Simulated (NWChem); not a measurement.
Species: C₃H₁₀Si; SMILES CCC[SiH3]

```xyz
14

Si     0.0658     1.7801    -0.0007
C     -0.5870     0.0095    -0.0012
C      0.4938    -1.0721     0.0015
C     -0.0672    -2.4871     0.0004
H     -1.0655     2.7595    -0.0037
H      0.9116     2.0322    -1.2105
H      0.9065     2.0337     1.2123
H     -1.2425    -0.1082    -0.8831
H     -1.2465    -0.1076     0.8778
H      1.1511    -0.9386    -0.8759
H      1.1469    -0.9384     0.8820
H     -0.6956    -2.6678     0.8876
H      0.7351    -3.2412     0.0010
H     -0.6937    -2.6671    -0.8882
```
Atoms are numbered in this order, from 1.

STO-3G and 3-21G are far too small for this property and stand as cheap habits. Structure relaxed at the PBE0/def2-SVP level. Not confirmed as a minimum by frequencies.

### Question
Give the principal values of the shielding tensors (ppm) of Si1, C2, C3, C4 from Hartree-Fock/STO-3G, GIAO (NWChem), with their diamagnetic and paramagnetic parts as GIAO splits them.

### Answer
| atom | σ11 | σ22 | σ33 | isotropic | diamagnetic | paramagnetic |
|---|---|---|---|---|---|---|
| Si1 | 609.1 | 612.3 | 664.0 | 628.5 | 868.1 | -239.6 |
| C2 | 223.9 | 233.1 | 253.8 | 236.9 | 246.3 | -9.4 |
| C3 | 208.5 | 217.9 | 230.7 | 219.0 | 245.2 | -26.2 |
| C4 | 214.8 | 216.1 | 237.2 | 222.7 | 246.1 | -23.4 |
